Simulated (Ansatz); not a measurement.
`F[CH2][Al]1[CH2][CH2]1`, relaxed with RKS PBE0-D4/def2-TZVP in Ansatz 0.2.0 from a PBE-D4/def2-SVP geometry. The force threshold is 0.005 eV/Å; the program also tests the step.

The species carries charge 0 and has multiplicity 1.

Start:

```xyz
11

F    -0.996   -1.926    0.412
C     0.000   -2.185   -0.695
Al    0.109   -0.296   -0.209
C    -0.427    1.551   -0.244
C     0.682    1.200    0.857
H    -0.583   -2.561   -1.557
H     0.696   -2.956   -0.314
H    -0.086    2.244   -1.038
H    -1.395    1.902    0.163
H     1.656    1.709    0.721
H     0.345    1.317    1.905
```

```csv
step,energy (eV),largest force (eV/Å),largest move (Å)
1,-12513.4702,0.557,0.000
2,-12513.5164,0.211,0.025
3,-12513.5231,0.078,0.025
4,-12513.5235,0.030,0.006
5,-12513.5236,0.059,0.018
6,-12513.5237,0.008,0.005
7,-12513.5237,0.007,0.003
8,-12513.5238,0.009,0.004
9,-12513.5238,0.007,0.006
10,-12513.5239,0.012,0.010
11,-12513.5239,0.016,0.007
12,-12513.5239,0.004,0.002
```

End:

```xyz
11

F    -1.015   -1.957    0.398
C    -0.006   -2.156   -0.678
Al    0.103   -0.288   -0.195
C    -0.425    1.534   -0.248
C     0.681    1.185    0.853
H    -0.555   -2.517   -1.545
H     0.686   -2.910   -0.308
H    -0.086    2.223   -1.019
H    -1.373    1.876    0.165
H     1.639    1.678    0.696
H     0.352    1.333    1.881
```

Hardware: 4 threads of an Intel Xeon Platinum 8488C on a shared host. Wall time 33 s, peak host memory 0.49 GiB.
